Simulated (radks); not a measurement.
W35+, configuration [Kr] 4d3 (the NIST ground configuration).

Method: Dirac Kohn-Sham, BLYP, spin-unpolarised, spherical densities, finite nucleus; open shells fill j = l - 1/2 first; Fermi nuclear charge, rms radius 5.3658 fm; computed with a radial shooting solver on a logarithmic mesh with Libxc functionals.

Energy parts (eV):
total: -420915.98
kinetic: 476598.78
electron-nucleus: -991608.20
Hartree: 101401.54
exchange-correlation: -7308.10

Orbitals (lengths in bohr, moments of r in powers of bohr; <r^-3> diverges for s and p1/2):
orbital  occ.  eigenvalue (eV)  <1/r>  <r^-3>      <r>      <r^2>  small-component weight
1s1/2       2        -70826.92  87.04       -  0.01835  0.0004632                7.79e-02
2s1/2       2        -13420.69  21.19       -  0.07693   0.007058                1.76e-02
2p1/2       2        -12900.76  21.16       -  0.06364   0.005039                1.77e-02
2p3/2       4        -11547.60  17.77   16330  0.07158   0.006237                1.60e-02
3s1/2       2        -4174.568  7.852       -   0.1989    0.04531                5.92e-03
3p1/2       2        -3945.799  7.767       -   0.1888    0.04148                5.86e-03
3p3/2       4        -3646.933  6.898    3783   0.2029    0.04769                5.38e-03
3d3/2       4        -3265.804  6.781   653.7   0.1772    0.03676                5.24e-03
3d5/2       6        -3200.484  6.576   556.6   0.1816    0.03844                5.11e-03
4s1/2       2        -1829.946  3.661       -   0.4098     0.1889                2.41e-03
4p1/2       2        -1732.266  3.586       -   0.4076     0.1882                2.35e-03
4p3/2       4        -1642.057  3.298    1167   0.4295     0.2086                2.20e-03
4d3/2       3        -1483.566  3.174   195.1   0.4202     0.2021                2.07e-03
4d5/2       0        -1464.386  3.107   165.0   0.4265     0.2079                2.03e-03

The highest occupied level is 4d3/2 at -1483.6 eV. For comparison, the ionisation energy in NIST's Atomic Spectra Database is 1512 eV (semi-empirical). In exact Kohn-Sham theory the highest level is minus the ionisation energy, but local and semilocal functionals leave it too shallow, through self-interaction and a potential that decays too fast; potentials with the right tail come closer. Summed over all electrons, <r^2> = 2.987 bohr^2, which gives a Langevin (diamagnetic) susceptibility term of -2.37 x 10^-6 cm^3/mol. The density falls to 0.001 e/bohr^3 at r = 1.11 bohr.

Beside tabulated values, note that spin-unpolarised runs miss the spin-polarisation part of the exchange energy of open shells.
